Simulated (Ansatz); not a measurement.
Consider the formal exchange of groups at a C–Si bond: `C#C[SiH2]C#C` + CH₃OH → `C#CCO` + `C#C[SiH3]`.

Computed with Ansatz on PBE0-D4/def2-TZVP structures; ΔE is electronic, products minus reactants. CCSD(T)/CBS is the MP2 limit (def2-TZVPP, def2-QZVPP) plus CCSD(T) − MP2 in def2-TZVPP, frozen cores. This one scheme is used for every species. Functionals use def2-TZVPP. Each species was taken in one conformer, which may not be the lowest.

`C#C[SiH2]C#C`:

Cartesian coordinates in Å:
```
C -1.367 -1.888 1.161
C -1.003 -0.817 0.745
Si -0.472 0.811 0.126
C 1.104 0.644 -0.772
C 2.147 0.548 -1.369
H -1.687 -2.837 1.527
H -1.505 1.346 -0.792
H -0.286 1.734 1.270
H 3.069 0.460 -1.896
```

CH₃OH:

Z-matrix (Å, degrees):
```
C
O 1 1.409
H 1 1.097 2 112.4
H 1 1.090 2 107.0 3 -118.5
H 1 1.097 2 112.4 3 123.0
H 2 0.959 1 108.5 3 -61.6
```

`C#CCO`:

Cartesian coordinates in Å:
```
C -1.366 0.989 0.812
C -0.605 0.347 0.141
C 0.337 -0.453 -0.633
O 1.668 -0.344 -0.181
H -2.042 1.568 1.396
H -0.003 -1.498 -0.632
H 0.336 -0.116 -1.672
H 1.675 -0.493 0.768
```

`C#C[SiH3]`:

Cartesian coordinates in Å:
```
C 1.812 0.573 -0.485
C 0.698 0.221 -0.186
Si -0.987 -0.312 0.264
H 2.796 0.885 -0.748
H -0.915 -1.606 0.986
H -1.608 0.712 1.138
H -1.796 -0.473 -0.969
```

```tsv
level	ΔE (kcal/mol)
PBE-D4	10.9
r2SCAN-D4	12.2
ωB97X-V	11.6
r2SCANh	12.0
LC-ωPBE	11.0
MP2/def2-SVP	10.8
CCSD(T)/def2-SVP	10.0
SCS-MP2/def2-QZVPP	14.1
```

Question: What does CCSD(T)/CBS give? (Estimate.)

Answer: The calculation gave: +13.5 kcal/mol. The listed levels differ from it by -2.6, -1.3, -1.9, -1.5, -2.5, -2.7, -3.5, 0.6 kcal/mol.

Largest T1 diagnostic among the species: 0.013.

Leaving LDA and LC-ωPBE aside and taking each functional with its dispersion term where it has one, the values, not all of them listed here, spread over 1.8 kcal/mol, from PBE-D4 to B2PLYP. LDA lies −2.4 kcal/mol from PBE without D4. At CCSD(T), def2-SVP lies −3.6 kcal/mol from the extrapolated value and def2-TZVPP −0.6 kcal/mol.
